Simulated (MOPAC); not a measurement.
A run for MOPAC: PM3 on CH4O2Sn (SMILES C[O][Sn][OH]), a point of a torsion scan.

```
PM3 1SCF PRECISE CHARGE=0 THREADS=1
CH4O2Sn

C     -1.52783573 1     0.11349217 1    -0.39494773 1
O     -0.40471533 1     0.24384205 1     0.43472644 1
Sn     1.26031114 1     0.28928239 1     1.58581874 1
O      2.97250692 1     0.11082595 1     0.55324277 1
H     -2.14181788 1     1.01618812 1    -0.33273702 1
H     -2.12980051 1    -0.74338231 1    -0.08153136 1
H     -1.22475158 1    -0.03267376 1    -1.43476531 1
H      3.62647725 1     0.00198245 1    -0.13376136 1
```

It printed:

```
*******************************************************************************
 **                                                                           **
 **                              MOPAC v23.2.5                                **
 **                                                                           **
 *******************************************************************************
 ** MOPAC's Digital Object Identifier: https://doi.org/10.5281/zenodo.6511958 **
 **                                                                           **
 ** Please cite the open-source release paper for use of this MOPAC version:  **
 ** J. E. Moussa and J. J. P. Stewart (2026)                                  **
 ** MOPAC: An open-source semiempirical molecular orbital program             **
 ** J. Open Source Softw., 11(119), 8025, https://doi.org/10.21105/joss.08025 **
 *******************************************************************************

                              PM3 CALCULATION RESULTS

 *******************************************************************************
 *  PM3        - The PM3 Hamiltonian to be used
 *
 *
 *
 *                 CHARGE ON SYSTEM = 0
 *
 *
 *
 *  PRECISE    - TIGHTER CRITERIA TO BE USED
 *  1SCF       - DO 1 SCF AND THEN STOP
 *  THREADS=1  - MULTI-THREADING NOT USED
 *  T=         - A TIME OF 172800.0 SECONDS REQUESTED
 *  DUMP=N     - RESTART FILE WRITTEN EVERY 7200.0 SECONDS REQUESTED
 *******************************************************************************
PM3 1SCF PRECISE CHARGE=0 THREADS=1
 CH4O2Sn

   ATOM   CHEMICAL          X               Y               Z
  NUMBER   SYMBOL      (ANGSTROMS)     (ANGSTROMS)     (ANGSTROMS)

     1       C         -1.52783573  *   0.11349217  *  -0.39494773  *
     2       O         -0.40471533  *   0.24384205  *   0.43472644  *
     3      Sn          1.26031114  *   0.28928239  *   1.58581874  *
     4       O          2.97250692  *   0.11082595  *   0.55324277  *
     5       H         -2.14181788  *   1.01618812  *  -0.33273702  *
     6       H         -2.12980051  *  -0.74338231  *  -0.08153136  *
     7       H         -1.22475158  *  -0.03267376  *  -1.43476531  *
     8       H          3.62647725  *   0.00198245  *  -0.13376136  *



          CARTESIAN COORDINATES

    NO.       ATOM           X           Y           Z

     1         C         -1.5278      0.1135     -0.3949
     2         O         -0.4047      0.2438      0.4347
     3        Sn          1.2603      0.2893      1.5858
     4         O          2.9725      0.1108      0.5532
     5         H         -2.1418      1.0162     -0.3327
     6         H         -2.1298     -0.7434     -0.0815
     7         H         -1.2248     -0.0327     -1.4348
     8         H          3.6265      0.0020     -0.1338

  H: (PM3): J. J. P. STEWART, J. COMP. CHEM. 10, 209 (1989).
  C: (PM3): J. J. P. STEWART, J. COMP. CHEM. 10, 209 (1989).
  O: (PM3): J. J. P. STEWART, J. COMP. CHEM. 10, 209 (1989).
 Sn: (PM3): J. J. P. STEWART, J. COMP. CHEM. 12, 320-341 (1991).

           Empirical Formula: C H4 O2 Sn  =     8 atoms



      MOLECULAR POINT GROUP   :   Cs


      RHF CALCULATION, NO. OF DOUBLY OCCUPIED LEVELS = 12


 -------------------------------------------------------------------------------
 PM3 1SCF PRECISE CHARGE=0 THREADS=1
 CH4O2Sn



     1SCF WAS SPECIFIED, SO BFGS WAS NOT USED
     SCF FIELD WAS ACHIEVED


                              PM3 CALCULATION
                                                       MOPAC v23.2.5 Linux




          FINAL HEAT OF FORMATION =        -81.96324 KCAL/MOL =    -342.93422 KJ/MOL


          COSMO AREA              =        127.48 SQUARE ANGSTROMS
          COSMO VOLUME            =        113.13 CUBIC ANGSTROMS

          IONIZATION POTENTIAL    =          9.566174 EV
          HOMO LUMO ENERGIES (EV) =         -9.566 -0.416
          NO. OF FILLED LEVELS    =         12
          MOLECULAR WEIGHT        =        166.7314         POINT GROUP:  Cs

          MOLECULAR DIMENSIONS (Angstroms)

            Atom       Atom       Distance
            H     8    H     5     5.86016
            H     7   Sn     3     3.03123
            H     6    H     5     1.73672


          SCF CALCULATIONS        =          1





   ATOM   CHEMICAL          X               Y               Z
  NUMBER   SYMBOL      (ANGSTROMS)     (ANGSTROMS)     (ANGSTROMS)

     1       C         -1.52783573  *   0.11349217  *  -0.39494773  *
     2       O         -0.40471533  *   0.24384205  *   0.43472644  *
     3      Sn          1.26031114  *   0.28928239  *   1.58581874  *
     4       O          2.97250692  *   0.11082595  *   0.55324277  *
     5       H         -2.14181788  *   1.01618812  *  -0.33273702  *
     6       H         -2.12980051  *  -0.74338231  *  -0.08153136  *
     7       H         -1.22475158  *  -0.03267376  *  -1.43476531  *
     8       H          3.62647725  *   0.00198245  *  -0.13376136  *

                             CARTESIAN COORDINATES

   1    C       -1.527835730     0.113492170    -0.394947730
   2    O       -0.404715330     0.243842050     0.434726440
   3   Sn        1.260311140     0.289282390     1.585818740
   4    O        2.972506920     0.110825950     0.553242770
   5    H       -2.141817880     1.016188120    -0.332737020
   6    H       -2.129800510    -0.743382310    -0.081531360
   7    H       -1.224751580    -0.032673760    -1.434765310
   8    H        3.626477250     0.001982450    -0.133761360


           Empirical Formula: C H4 O2 Sn  =     8 atoms



      MOLECULAR POINT GROUP   :   Cs


                  EIGENVALUES
 -35.48203 -34.40722 -25.63985 -16.58275 -15.58519 -14.39876 -14.37700 -11.37649
 -11.32126 -10.11939  -9.80031  -9.56617  -0.41646   0.87209   1.38863   4.67812
   5.26278   5.27129   6.28657   6.57238


              NET ATOMIC CHARGES AND DIPOLE CONTRIBUTIONS

  ATOM NO.   TYPE          CHARGE      No. of ELECS.   s-Pop       p-Pop
    1          C           0.225718        3.7743     1.10604     2.66824
    2          O          -0.762274        6.7623     1.80557     4.95671
    3         Sn           1.131402        2.8686     1.84144     1.02715
    4          O          -0.785632        6.7856     1.76347     5.02217
    5          H          -0.012349        1.0123     1.01235
    6          H          -0.015723        1.0157     1.01572
    7          H          -0.020715        1.0207     1.02072
    8          H           0.239574        0.7604     0.76043
 DIPOLE           X         Y         Z       TOTAL
 POINT-CHG.     0.040     0.386     4.525     4.542
 HYBRID         0.332    -0.440    -3.449     3.493
 SUM            0.372    -0.054     1.076     1.140


          ATOMIC ORBITAL ELECTRON POPULATIONS

     Atom    s        px        py        pz
    1  C   1.10604   0.84184   0.93993   0.88647
    2  O   1.80557   1.45064   1.83619   1.66987
    3 Sn   1.84144   0.27691   0.27678   0.47347
    4  O   1.76347   1.55647   1.86164   1.60406
    5  H   1.01235
    6  H   1.01572
    7  H   1.02072
    8  H   0.76043

 **********************
 *                    *
 * JOB ENDED NORMALLY *
 *                    *
 **********************




 == MOPAC DONE ==
```

The run finished.

Cost: very roughly 0.03 core-seconds.
